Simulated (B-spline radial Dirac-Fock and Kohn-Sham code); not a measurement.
## Energy-loss ionisation edge N6 (4f5/2) of Pb

System: atomic lead, configuration 1s2 2s2 2p6 3s2 3p6 3d10 4s2 4p6 4d10 4f14 5s2 5p6 5d10 6s2 6p2. These are calculated numbers from an atomic code on a B-spline grid; the model is the first Born approximation with generalised oscillator strengths from a Dirac-Hartree-Slater potential (longitudinal and transverse terms; continuum final states only, so no white lines or fine structure). The edge is taken at 141.7 eV (tabulated value).

Input of the calculation (task.json; shells as n, l, electrons):

```json
{"items": [{
  "Z": 82,
  "q": 0,
  "cfg": [[1, 0, 2], [2, 0, 2], [2, 1, 6], [3, 0, 2], [3, 1, 6], [3, 2, 10], [4, 0, 2], [4, 1, 6], [4, 2, 10], [4, 3, 14], [5, 0, 2], [5, 1, 6], [5, 2, 10], [6, 0, 2], [6, 1, 2]],
  "A": 208,
  "rrms": 5.5012,
  "do": "eels",
  "beams": [[60, 5], [60, 10], [60, 50], [80, 5], [100, 10], [100, 20], [100, 50], [120, 20], [120, 50], [120, 100], [200, 5], [200, 100], [300, 5], [300, 50]],
  "edges": {"N6": 141.7}
}]}
```

Command: `python xray2_run.py task.json out`

Generalised oscillator strength df/dE of the whole subshell in 10⁻³ per eV, against momentum transfer:

```csv
q (1/a₀),15 eV above,50 eV above,80 eV above,300 eV above
0.0400,1.44,2.42,5.98,16.7
0.0695,1.44,2.42,5.98,16.7
0.121,1.45,2.42,5.98,16.7
0.210,1.47,2.45,5.96,16.7
0.365,1.53,2.51,5.91,16.7
0.634,1.70,2.68,5.77,16.5
1.10,2.04,3.13,5.42,16.0
1.91,2.24,3.77,4.70,14.4
3.33,1.31,2.92,3.17,9.29
5.78,0.384,0.763,0.874,2.32
10.0,0.0521,0.0943,0.111,0.349
17.5,0.00866,0.0151,0.0171,0.0360
30.3,0.000193,0.000434,0.000503,0.00107
```

As q goes to zero the values tend to the optical oscillator strength. At 300 eV above the edge the largest value on this grid is at q = 0.0400 per a₀; a free electron at rest would take up the loss of 442 eV at q = 5.70 per a₀, where the Bethe ridge forms once the loss is well above the edge energy.
